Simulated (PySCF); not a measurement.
Hf(OH)3(SH) (H4HfO3S), SMILES [SH][Hf]([OH])([OH])[OH], multiplicity 1.

The structure is a stationary point at B3LYP-D3(BJ)/def2-SVP. The spin state was assumed, not searched. The structure was generated by enumeration; whether it is a known compound was not checked. The def2 effective core potentials stand for the cores of Hf; spin–orbit coupling is left out. One conformer was computed; it need not be the lowest.

Computed with PySCF with HF/def2-TZVP.

Symmetry labels are those of the subgroup Cs that the program uses (full group Cs).

Computed valence orbital energies around the gap with their symmetry:
```
orbital  symmetry  energy (eV)
-------  --------  -----------
HOMO−7         A"       -14.34
HOMO−6         A'       -14.11
HOMO−5         A'       -13.88
HOMO−4         A"       -13.63
HOMO−3         A'       -13.51
HOMO−2         A"       -13.29
HOMO−1         A'       -10.91
HOMO           A"        -9.71
LUMO           A'         2.08
LUMO+1         A'         3.59
LUMO+2         A'         3.98
LUMO+3         A"         4.03
```
